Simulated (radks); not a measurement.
Values are calculated unless marked as measured or tabulated.
Task: I III, configuration [Kr] 4d10 5s2 5p2 6s1 (not the ground configuration). Code: a radial shooting solver on a logarithmic mesh with Libxc functionals. Model: Dirac Kohn-Sham, PBE, spin-unpolarised, spherical densities, point nucleus; open shells are shared between the two j in proportion to 2j + 1. Some entries of the table are withheld. Estimate them.

| orbital | occ. | eigenvalue (eV) | <r> (bohr) |
|---|---|---|---|
| 1s1/2 | 2 | -32986.62 | 0.02722 |
| 2s1/2 | 2 | -5116.338 | 0.1167 |
| 2p1/2 | 2 | (1) | 0.09846 |
| 2p3/2 | 4 | (2) | 0.1041 |
| 3s1/2 | 2 | -1052.951 | 0.3138 |
| 3p1/2 | 2 | (3) | 0.3040 |
| 3p3/2 | 4 | (4) | 0.3155 |
| 3d3/2 | 4 | -637.7552 | 0.2865 |
| 3d5/2 | 6 | -625.9327 | 0.2901 |
| 4s1/2 | 2 | (5) | 0.7397 |
| 4p1/2 | 2 | (6) | 0.7722 |
| 4p3/2 | 4 | (7) | 0.8002 |
| 4d3/2 | 4 | -76.2916 | (8) |
| 4d5/2 | 6 | -74.5655 | (9) |
| 5s1/2 | 2 | -39.6530 | 1.842 |
| 5p1/2 | 0.666667 | -28.6419 | 2.096 |
| 5p3/2 | 1.33333 | -27.2389 | 2.171 |
| 5d3/2 | 0 | -13.3209 | 3.128 |
| 5d5/2 | 0 | -13.1881 | 3.159 |
| 6s1/2 | 1 | -12.7831 | 4.208 |
| 6p1/2 | 0 | (10) | 4.852 |
| 6p3/2 | 0 | (11) | 4.972 |

Result: 
(1) 2p1/2 eigenvalue (eV): -4801.797
(2) 2p3/2 eigenvalue (eV): -4503.049
(3) 3p1/2 eigenvalue (eV): -922.9421
(4) 3p3/2 eigenvalue (eV): -866.7178
(5) 4s1/2 eigenvalue (eV): -205.6149
(6) 4p1/2 eigenvalue (eV): -160.2373
(7) 4p3/2 eigenvalue (eV): -149.2774
(8) 4d3/2 <r> (bohr): 0.9100
(9) 4d5/2 <r> (bohr): 0.9210
(10) 6p1/2 eigenvalue (eV): -9.9426
(11) 6p3/2 eigenvalue (eV): -9.6492
